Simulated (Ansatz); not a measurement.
```yaml
crystal:
  periodic: [false, false, false]
  atoms:
    - {symbol: P, position_ang: [-1.220462, 1.219212, 1.043962]}
    - {symbol: S, position_ang: [-0.227500, 2.278245, -0.503211]}
    - {symbol: Al, position_ang: [0.186194, 0.054168, -0.650088]}
    - {symbol: C, position_ang: [1.377945, -1.528241, -0.475358]}
    - {symbol: S, position_ang: [-0.129846, -1.740011, -1.766384]}
    - {symbol: H, position_ang: [-0.819829, 1.884988, 2.133739]}
    - {symbol: H, position_ang: [-2.564138, 1.597093, 0.908103]}
    - {symbol: H, position_ang: [1.219029, -2.212245, 0.322080]}
    - {symbol: H, position_ang: [2.286136, -1.519226, -0.994211]}
basis:
  gaussian: {orbitals: 6-31G, final_grid: {core_spheres: 5, valence_spheres: 4, degree: 11}}
magnetization: {spin_polarized: false, initial_magnetization: 2}
hamiltonian: {xc: {name: HF}, pseudopotentials: {relativity: scalar}}
correlation: {method: ccsd}
scf: {lower_state_search: off}
```

```sh
$ ansatz run in.yaml --threads 4 --pin off --events-out ev --progress --plain --max-ram 10444MiB
```

It prints (some lines left out):

```
Functional definition: HF
819 factors; integrals over basis functions are off by at most 2.1e-4 eV
mean field evaluation 1: about -38655.0271 eV, gradient 1.9e1 eV
mean field evaluation 2: about -38655.0390 eV, gradient 1.9e1 eV
mean field evaluation 4: about -38657.1380 eV, gradient 3.0e0 eV
mean field evaluation 8: about -38657.3263 eV, gradient 5.9e-1 eV
mean field evaluation 16: about -38657.3587 eV, gradient 2.5e-6 eV
mean field -38657.35866789 eV, -1420.6317281463 hartree, gradient 2.5e-6 eV, S^2 2.000000; 0 other end points of the search recorded, 0 dependent functions left out
21 core orbitals not correlated: weight in the atoms' cores, before any rotation towards them, 1.000 or more for the frozen orbitals, at most 0.000 for the correlated occupied ones
reference -38657.35866789 eV, -1420.6317281463 hartree; 15, 13 occupied and 33, 35 virtual orbitals, 819 factors
second order -7.62196261 eV of doubles, -0.07489144 eV of singles
cycle   1  -8.38187331 eV  change   -6.8e-1 eV  update   1.3e-1
cycle   2  -8.81603982 eV  change   -4.3e-1 eV  update   5.3e-2
cycle   3  -8.96844741 eV  change   -1.5e-1 eV  update   4.1e-2
cycle   4  -9.00551982 eV  change   -3.7e-2 eV  update   2.7e-2
cycle   5  -9.02286636 eV  change   -1.7e-2 eV  update   1.8e-2
cycle   6  -9.04199778 eV  change   -1.9e-2 eV  update   9.8e-3
cycle   7  -9.04815536 eV  change   -6.2e-3 eV  update   4.5e-3
cycle   8  -9.05047090 eV  change   -2.3e-3 eV  update   2.5e-3
cycle   9  -9.05119801 eV  change   -7.3e-4 eV  update   1.7e-3
cycle  10  -9.05110954 eV  change    8.8e-5 eV  update   1.2e-3
cycle  11  -9.05104975 eV  change    6.0e-5 eV  update   7.4e-4
cycle  12  -9.05132964 eV  change   -2.8e-4 eV  update   4.5e-4
cycle  13  -9.05146030 eV  change   -1.3e-4 eV  update   2.4e-4
cycle  14  -9.05148482 eV  change   -2.5e-5 eV  update   1.6e-4
cycle  15  -9.05138597 eV  change    9.9e-5 eV  update   1.2e-4
cycle  16  -9.05136960 eV  change    1.6e-5 eV  update   1.0e-4
cycle  17  -9.05135591 eV  change    1.4e-5 eV  update   8.7e-5
cycle  18  -9.05140326 eV  change   -4.7e-5 eV  update   6.9e-5
cycle  19  -9.05143480 eV  change   -3.2e-5 eV  update   4.8e-5
cycle  20  -9.05142190 eV  change    1.3e-5 eV  update   3.1e-5
cycle  21  -9.05140577 eV  change    1.6e-5 eV  update   2.0e-5
cycle  22  -9.05139462 eV  change    1.1e-5 eV  update   1.2e-5
Total energy: -38666.41006252 eV, -1420.9643607635 hartree
Relativity: scalar
Checks for a lower state left out: stability, starts, cluster_reference, orbital_swaps, neighbouring_geometries, increment
```

It took 2.8 s on 4 threads of an Arm Neoverse V1 on a shared host, with 0.24 GiB of host memory at the peak.
